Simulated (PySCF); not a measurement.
# Static response to an electric field

Species: C6H7N.
Structure used (GFN2-xTB), in Å, numbered top down from 1:
```
atom  x, y, z in Å
C1     2.5335    0.2966   -0.2659
C2     1.2690    0.0363   -0.1782
C3    -0.0029   -0.2205   -0.1072
C4    -0.5657   -1.4532    0.5395
C5    -1.0254    0.7528   -0.6672
C6    -1.7092    1.4103    0.4183
N7    -2.2353    1.9135    1.2998
H8     3.0548    0.8434    0.5042
H9     3.1247   -0.0233   -1.1100
H10   -1.1048   -2.0513   -0.1964
H11    0.2280   -2.0582    0.9693
H12   -1.2648   -1.1734    1.3279
H13   -0.5395    1.5119   -1.2854
H14   -1.7631    0.2146   -1.2709
```

Level: B3LYP/def2-SVPD (PySCF), static field, nuclei fixed, core orbitals frozen in the response. The polarisability tensor in these axes (au):

```
x   105.61   0.79  -9.52
y     0.79  66.78   2.00
z    -9.52   2.00  62.89
```

Diagonalise the tensor; give its mean and Δα, where Δα² is half the sum of the squared differences of the eigenvalues.

Principal values 60.18, 67.46 and 107.64 au; mean 78.43 au = 11.62 Å³ = 12.93 × 10⁻⁴⁰ C²·m²/J; Δα = 44.27 au (56 % of the mean).

What is the dipole moment, and where does it point?

(1.92, -2.07, -2.70) D, 3.91 D in size, pointing from the negative to the positive side. Measured along this direction, the outermost atoms are N7 at the negative end and H9 at the positive end.

What depolarisation ratio follows for Rayleigh scattering of linearly polarised light, taking the static tensor?

ρ = 3Δα²/(45ᾱ² + 4Δα²) = 5879.9/(276785 + 7839.9) = 0.0207.

Give the eigenvalues of the traceless quadrupole moment Θ = ½Σq(3rr − r²1), origin at the centre of nuclear charge.

-15.36, 6.19, 9.17 D·Å. The values depend on the origin, since the dipole doesn't vanish. The electronic extent ⟨r²⟩ about the same centre is 881 bohr², a root-mean-square distance of 2.22 Å for the 50 electrons.

Find the Langevin capture rate constant for O2+ (31.990 u) meeting this molecule (93.058 u), k = 2.342 × 10⁻⁹ cm³/s × √(α in Å³ / reduced mass in u).

The reduced mass is 23.81 u, so k = 1.64 × 10⁻⁹ cm³/s. The formula leaves out the permanent dipole, which adds to the capture rate.

In TDDFT the mean static polarisability is Σ f/ω² over all singlet excitations (ω in hartree). How much of it do the 8 lowest give? Their energies (eV) and oscillator strengths: 5.62, 0.0016; 6.23, 0.0021; 6.50, 0.0316; 6.94, 0.0516; 7.04, 0.0593; 7.12, 0.0147; 7.41, 0.3754; 7.53, 0.0048.

They add up to 7.64 au, 9.7 % of the 78.43 au; the largest single term is 5.06 au, from the state at 7.41 eV. Terms in order: 0.04, 0.04, 0.55, 0.79, 0.89, 0.21, 5.06, 0.06 au. Higher excitations give the rest. The strengths listed sum to 0.541.

In a dilute gas of rigid molecules at 400 K, how does the orientational term μ²/3kT compare with the electronic polarisability?

In Gaussian units μ²/3kT = 92.29 Å³ against 11.62 Å³, a ratio of 7.94; the Debye molar polarisation (4π/3)N_A(α + μ²/3kT) is 262.1 cm³/mol, leaving out the vibrational part.

Isolated species at its GFN2-xTB geometry (one conformer only).

These values come from a run that also computed excited states. On one thread of an Arm Neoverse V1, shared host, this took 25 s wall and 0.78 GiB of memory at its peak.
